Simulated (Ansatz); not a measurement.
(CuF)2 ring (Cu2F2). The state is a triplet with charge 0. Geometry PBE0-D4/def2-SVP, that of the neutral singlet; atoms count from 1.

| atom | x (Å) | y (Å) | z (Å) |
| --- | --- | --- | --- |
| Cu1 | -0.6165 | -0.8281 | -0.5821 |
| F2 | 1.1596 | -1.0201 | 0.2232 |
| Cu3 | 0.6165 | 0.8281 | 0.5821 |
| F4 | -1.1596 | 1.0201 | -0.2232 |

At PBE0-D4/def2-TZVP a singlet of charge 0 lies 2.22 eV below the triplet at the same geometry.

(1) Estimate the Mulliken populations from the PBE0/def2-TZVP orbitals of Ansatz.

(2) Where does the spin sit?

(3) And the Mayer bond orders between heavy atoms (over 0.3)?

## Answers

(1) 
```json
{"atom": "Cu1", "charge (e)": "0.34", "spin (α − β)": "1.71", "d electrons": "9.27"}
{"atom": "F2", "charge (e)": "-0.46", "spin (α − β)": "0.10", "d electrons": "–"}
{"atom": "Cu3", "charge (e)": "0.58", "spin (α − β)": "0.09", "d electrons": "9.93"}
{"atom": "F4", "charge (e)": "-0.46", "spin (α − β)": "0.10", "d electrons": "–"}
```
Mulliken values depend strongly on the basis.

(2) Summed by element: Cu 1.80, F 0.20, of 2 unpaired in all. Largest on single atoms: Cu1 1.71, F2 0.10, F4 0.10.

(3) Cu1–F2 0.45 (1.96 Å); Cu1–F4 0.45 (1.96 Å); F2–Cu3 0.37 (1.96 Å); Cu3–F4 0.37 (1.96 Å).
